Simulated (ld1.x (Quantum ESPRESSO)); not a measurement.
# iron (Fe): one change to a TM semilocal potential, before and after

```json
{"Element": "iron", "Generator": "ld1.x (Quantum ESPRESSO) 7.5", "Type": "norm-conserving Troullier–Martins (semilocal form)", "Functional": "PBE", "Relativity": "scalar-relativistic", "Frozen core": "[Ar]", "Valence charge": "8", "Reference configuration": "3d6 4s2 4p0", "Partial waves": "4s (bound): rc 2.20 bohr; 3d (bound): rc 1.90 bohr; 4p (bound, empty): rc 2.45 bohr", "Local potential": "the p channel", "Core correction": "a·sin(br)/r model core inside 1.80 bohr"}
```

Change: wave 4p (bound): rc 2.45 bohr becomes 4p (bound): rc 2.00 bohr.

Cutoffs: the cutoffs (Ry, on a coarse ladder) from which the occupation-weighted sum of valence levels, in a spherical-Bessel basis at the reference potential, stays within 10 and 1 mRy of its value at 400 Ry; they do not see the model core or the augmentation charge, which bear on the density cutoff. Errors are all-electron minus pseudo energies relative to the spin-unpolarised reference configuration.

Question: Predict the effect on cutoff, ghosts and configuration errors.

Answer: The potential gets neither clearly harder nor softer (80 Ry and 120 Ry → 80 Ry and 120 Ry); of the 7 tests that both files solve, the error grows in 2 and shrinks in 0 by more than 15 % and 0.3 meV (median size 2.6 → 3.6 meV); neither file shows a bound ghost. A semilocal file is local in each channel, so a ghost entry of none says nothing of the separable form that plane-wave codes build from it.

| quantity | base | changed |
| --- | --- | --- |
| cutoff, loose | 80 Ry | 80 Ry |
| cutoff, tight | 120 Ry | 120 Ry |
| bound ghosts | none | none |
| error for 3d6 4s1 4p0, meV [ΔE 8.73 eV] | -1.1 | -1.2 |
| error for 3d6 4s0 4p0, meV [ΔE 24.93 eV] | -3.5 | -3.6 |
| error for 3d5 4s0 4p0, meV [ΔE 59.16 eV] | -160 | -160 |
| error for 3d6 4s1.5 4p0, meV [ΔE 3.48 eV] | -0.4 | -0.4 |
| error for 3d6 4s1 4p1, meV [ΔE 4.10 eV] | +0.3 | +0.4 |
| error for 3d6 4s0 4p1, meV [ΔE 13.78 eV] | +4.7 | +7.4 |
| error for 3d6 4s0 4p2, meV [ΔE 8.46 eV] | +2.6 | +4.5 |
